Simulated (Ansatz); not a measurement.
Start from `CN(C)[SiH]` and change one atom or group to get `C[Si]N(C)C`.

Ansatz, PBE0-D4/def2-TZVP geometries, multiplicity 1. Each molecule was computed in one conformer, which needn't be the lowest.

| property | `CN(C)[SiH]` |
| --- | --- |
| zero-point energy (PBE0-D4/def2-TZVP) / kJ/mol | 237.5 |
| LUMO energy (B3LYP/def2-TZVPP) / eV | -1.63 |
| LUMO energy (PBE/def2-TZVPP) / eV | -2.25 |
| HOMO–LUMO gap (B3LYP/def2-TZVPP) / eV | 4.39 |
| HOMO–LUMO gap (ωB97M-V/def2-TZVPP) / eV | 8.78 |
| LUMO energy (PBE0/def2-TZVPP) / eV | -1.45 |

(1) What does the change do to each property? (Best estimate.)

## Answers

(1) The calculation gave: 
```csv
property,`C[Si]N(C)C`,shift
zero-point energy (PBE0-D4/def2-TZVP) / kJ/mol,312.7,75.2
LUMO energy (B3LYP/def2-TZVPP) / eV,-1.30,0.33
LUMO energy (PBE/def2-TZVPP) / eV,-1.91,0.34
HOMO–LUMO gap (B3LYP/def2-TZVPP) / eV,4.41,0.02
HOMO–LUMO gap (ωB97M-V/def2-TZVPP) / eV,8.79,0.01
LUMO energy (PBE0/def2-TZVPP) / eV,-1.12,0.33
```

The zero-point energy changes by 75.2 kJ/mol with +9 modes.

B3LYP here is the variant with VWN-RPA as its local correlation; programs differ in this.
